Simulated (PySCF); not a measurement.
C₂H₉ClSi₃, SMILES Cl[SiH2][Si@H]1CC[SiH2]1. Atoms are numbered in the order given.

```xyz
15

Cl     2.5961     0.4547     1.1796
Si     1.3182    -1.0121     0.4045
Si    -0.1431     0.0279    -1.0984
C     -1.7706    -0.9931    -1.3055
C     -2.5422    -0.4508    -0.0613
Si    -1.7292     1.2903     0.0755
H      0.5526    -1.6064     1.5386
H      2.1634    -2.0816    -0.2000
H      0.5854     0.4663    -2.3254
H     -1.6935    -2.0914    -1.3509
H     -2.2642    -0.6637    -2.2357
H     -2.2673    -1.0277     0.8382
H     -3.6389    -0.4973    -0.1544
H     -1.4988     1.8365     1.4440
H     -2.4380     2.3134    -0.7498
```

Geometry optimised at B3LYP-D3(BJ)/def2-SVP. The structure was generated by enumeration; whether it is a known compound was not checked. One conformer was computed; it need not be the lowest.

Computed with SMD-ωB97X/6-31G* in PySCF.

Solvation free energies are E(SMD) − E(gas) at the gas-phase geometry, for 1 M in both phases. In vacuum the dipole moment is 2.74 D.

Computed solvation free energies in water, n-hexane, toluene:
```tsv
solvent	ΔG(solv) (kcal/mol)	its non-electrostatic (CDS) part	dipole (D)
water	1.7	4.2	3.57
n-hexane	-3.2	-2.3	3.03
toluene	-3.4	-2.2	3.12
```
